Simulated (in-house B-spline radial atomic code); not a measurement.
How numerical settings move a run on Rb2+, [Ar] 3d10 4s2 4p5. Computed with a B-spline radial code for spherical atoms: non-relativistic BP86, spherical fractional occupations, point nucleus.

Command:
```bash
python run_scf.py task.json out
```
Settings of the sound reference run:
```
Z                37
electrons        35
configuration    [Ar] 3d10 4s2 4p5
hamiltonian      nr
method           b88,p86
spin_polarised   False
knot_spacing     0.22
spline_order     8
gauss_points     12
box_radius       22.22
max_iterations   70
damping          0.5
damped_steps     3
diis_vectors     10
tolerance        1e-08
start            Thomas-Fermi
```

Run time, properties included: 0.24 s on 1 thread of Arm Neoverse N1, on a shared host.

It converges in 9 iterations to -2939.265363 hartree, with 4p at -33.7864 eV. The other runs change the listed settings, some to values that make no sense; their results aren't properties of the atom or ion. Radii are in bohr (the nuclear one in fm), a minus after a letter asks for a j subshell, and «unchanged» means within 1e-8 hartree. The run stops when the residual is below 10 × tolerance × max(1, Z/10), or a noise floor if that is larger, and the energy moves by less than 1e-8 × √|E| hartree; so very loose and very tight tolerances often act alike.

```tsv
changed settings	outcome
damped_steps = 30	converged in 17 iterations, energy unchanged, 4p level -2.6e-06 eV
damped_steps = 0	converged in 8 iterations, energy unchanged, 4p level -9.0e-06 eV
knot_spacing = 1.4, max_iterations = 100, diis_vectors = 1	converged in 34 iterations, energy +1.60e+02 hartree from the reference, 4p level -1.2e+00 eV (the program warns: 4p reaches the box edge; 1s reaches the box edge)
damped_steps = 8	converged in 13 iterations, energy unchanged, 4p level -5.1e-06 eV
max_iterations = 3	not converged after 3 iterations, last residual 2.6e-02, last energy +1.91e-02 hartree from the reference
knot_spacing = 0.75, max_iterations = 60, diis_vectors = 2	converged in 13 iterations, energy +2.40e+00 hartree from the reference, 4p level -6.1e-02 eV (the program warns: 3s reaches the box edge; 3p reaches the box edge)
max_iterations = 5	not converged after 5 iterations, last residual 2.8e-03, last energy +1.84e-04 hartree from the reference
max_iterations = 100, damped_steps = 8, diis_vectors = 2, tolerance = 0.001, start = bare nucleus	converged in 12 iterations, energy unchanged, 4p level -3.9e-04 eV
start = bare nucleus	converged in 11 iterations, energy unchanged, 4p level -5.6e-06 eV
gauss_points = 3, first_knot = 0.00811, max_iterations = 75, damped_steps = 30, diis_vectors = 2	converged in 19 iterations, energy -7.75e+04 hartree from the reference, 4p level +4.2e+00 eV
max_iterations = 8	not converged after 8 iterations, last residual 6.1e-06, last energy +3.00e-10 hartree from the reference
spline_order = 6, box_radius = 88.88, max_iterations = 50	converged in 9 iterations, energy +1.72e-06 hartree from the reference, 4p level -6.4e-06 eV
```

Q: What happens with electrons = 36, configuration = [Ar] 3d10 4s2 4p5 5s-1, max_iterations = 100?

A: Stopped with error: j subshells need the Dirac Hamiltonian and l > 0.

Q: What happens with hamiltonian = dirac, method = hf, spin_polarised = True, nucleus = fermi, rms_radius = 4.2036, mass_number = 85, atomic_mass = 84.91179, speed_of_light = 137.036?

A: Stopped with error: spin polarisation is not served with the Dirac Hamiltonian.

Q: What happens with electrons = 43, configuration = [Ar] 3d10 4s2 4p5 6s2 6p6, max_iterations = 100?

A: Converged in 13 iterations to -2938.7869 hartree, a different physical problem (warning: 6s has a positive eigenvalue: unbound, held by the box).

Q: What happens with damped_steps = 1?

A: Converged in 8 iterations, energy unchanged, 4p level -7.5e-06 eV.
